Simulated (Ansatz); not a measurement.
```xyz
14

C     1.7214   -1.4822   -0.9339
C     1.3649   -0.2483   -0.5838
Si   -0.0532    0.1171    0.5508
O    -0.5304   -1.3651    1.0975
O     0.4041    1.1241    1.7747
Si   -1.8172    1.2623   -0.4871
H     1.1897   -2.3500   -0.5556
H     2.5534   -1.6760   -1.6056
H     1.9267    0.5898   -0.9947
H    -1.3145   -1.3987    1.6470
H     1.2038    0.8911    2.2517
H    -2.9363    1.4859    0.4719
H    -1.3699    2.5847   -1.0032
H    -2.3424    0.4652   -1.6297
```

The species carries charge 0 and has multiplicity 1.

(1) List the PBE/def2-TZVPP orbital energies in eV (the Gaussian-basis code of Ansatz). (Estimate.)

Answers

(1) The calculation gave: Occupied: -1780.20, -1779.21, -510.34, -510.28, -269.16, -268.81, -137.80, -137.01, -94.57, -94.54, -94.50, -93.73, -93.73, -93.72, -25.29, -24.79, -18.93, -14.70, -13.70, -13.14, -12.70, -11.15, -10.30, -9.60, -9.18, -8.67, -8.31, -8.27, -7.63, -7.56, -6.95, -6.48. Lowest empty: -1.76, -0.58, -0.07, 0.32, 0.59, 1.09, 1.23, 1.34.
